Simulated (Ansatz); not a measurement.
Calculated with Ansatz (gas phase, PBE0-D4/def2-TZVP geometries, no zero-point term in ΔE). CCSD(T)/CBS is the MP2 limit (def2-TZVPP, def2-QZVPP) plus CCSD(T) − MP2 in def2-TZVPP, frozen cores. DFT in def2-TZVPP. One conformer a species, not always the lowest.

Consider the redistribution: `C[SiH2]B(F)F` + `CCO[SiH2]N` → `N[SiH2]B(F)F` + `CCO[SiH2]C`.

```tsv
level	ΔE (kJ/mol)	difference from CCSD(T)/CBS
r2SCAN-D4	22.7	-0.2
B2PLYP	22.8	-0.1
PBE	23.2	0.3
HF/def2-TZVPP	20.6	-2.3
MP2/def2-TZVPP	23.1	0.2
CCSD(T)/def2-TZVPP	22.7	-0.2
MP2/def2-QZVPP	23.3	0.4
SCS-MP2/def2-QZVPP	22.1	-0.8
MP2/CBS(def2)	23.3	0.4
CCSD/CBS(def2)	22.4	-0.5
CCSD(T)/CBS	22.9	0
```

Largest T1 diagnostic among the species: 0.013.
